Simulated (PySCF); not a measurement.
PySCF input file for AlF4, SMILES [F][Al-]([F])([F])[F], charge -1, B3LYP/pcJ-1. Geometry optimised at PBE-D3(BJ)/def2-SVPD. The isomer is the one that the SMILES or the coordinates give; other isomers of the formula were not compared.

```python
import numpy as np
from pyscf import gto, scf, dft
from pyscf.prop.ssc import rks as ssc

mol = gto.M(
    atom='''
    Al    0.00000000   -0.00000000    0.00000000
    F     0.99881993    0.99881993   -0.99881993
    F    -0.99881993    0.99881993    0.99881993
    F    -0.99881993   -0.99881993   -0.99881993
    F     0.99881992   -0.99881993    0.99881993
    ''',
    basis='pcJ-1',
    charge=-1,
    spin=0,
    max_memory=1600,
    verbose=3,
)
mf = dft.RKS(mol, xc='b3lyp')
mf.grids.level = 3
mf.conv_tol = 1e-10
mf.max_cycle = 100
mf.kernel()
j = ssc.SSC(mf)
j.with_fcsd = True
j.max_cycle_cphf = 80
j.conv_tol = 1e-7
e11 = j.kernel()
```

Program output:

```
converged SCF energy = -640.580286162535
Reduced spin-spin coupling constant K (Hz)
               #0        #1        #2        #3        #4
        0 Al   0.00000
        1 F  -17.77845   0.00000
        2 F  -17.77845  -3.10391   0.00000
        3 F  -17.77844  -3.10391  -3.10390   0.00000
        4 F  -17.77850  -3.10396  -3.10396  -3.10397   0.00000
Spin-spin coupling constant J (Hz)
               #0        #1        #2        #3        #4
        0 Al   0.00000
        1 F  -136.15510   0.00000
        2 F  -136.15505 -85.80392   0.00000
        3 F  -136.15497 -85.80395 -85.80343   0.00000
        4 F  -136.15545 -85.80511 -85.80527 -85.80543   0.00000
```

The run converged.

Cost: about 50 core-seconds (a rough figure).
